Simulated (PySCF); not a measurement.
Molecular orbitals of BeN⁺

PBE at R = 1.650 Å; basis Be 3-21G, N 3-21G; no relativity; PySCF 2.14. State: ³Σ⁻ (triplet), unpaired electrons π ↑↑. Only the outer orbitals are listed, counted within each symmetry.

```csv
spin,orbital,occ.,ε (eV),on Be (%),main shells (%)
α,3σ,1,-26.98,6,90 N s
α,4σ,1,-15.16,24,"66 N p, 19 Be s, 10 N s"
α,1π,1,-14.93,12,"88 N p, 12 Be p"
α,1π,1,-14.93,12,"88 N p, 12 Be p"
α,5σ,0,-11.88,92,"64 Be s, 28 Be p, 8 N p"
α,2π,0,-8.56,89,"89 Be p, 11 N p"
α,2π,0,-8.56,89,"89 Be p, 11 N p"
β,3σ,1,-24.25,12,83 N s
β,4σ,1,-13.88,33,"54 N p, 30 Be s, 13 N s"
β,1π,0,-12.03,35,"65 N p, 35 Be p"
β,1π,0,-12.03,35,"65 N p, 35 Be p"
β,5σ,0,-11.89,83,"48 Be s, 35 Be p, 16 N p"
```

Question: Which are the highest filled and the lowest empty level, where do they sit, and how wide is the gap?

Answer: Highest filled β 4σ at -13.88 eV (in %: 54 N p, 30 Be s, 13 N s); lowest empty β 1π at -12.03 eV (in %: 65 N p, 35 Be p); the gap at PBE is 1.85 eV.

```json
{
  "bond order (Mayer)": "1.38",
  "⟨S²⟩": "2.032",
  "charge on Be (Mulliken, basis-dependent)": "1.02",
  "charge on Be (Löwdin, basis-dependent)": "0.78",
  "dipole moment (positive dipole points towards N; it is taken about the centre of mass and depends on that origin)": "-6.42 D",
  "polarisability along the bond": "40.2 bohr³",
  "polarisability across the bond": "15.0 bohr³"
}
```

3-21G is very small, so such numbers show the basis as much as the molecule. The state was picked by a PBE0 search and need not be the measured ground state.
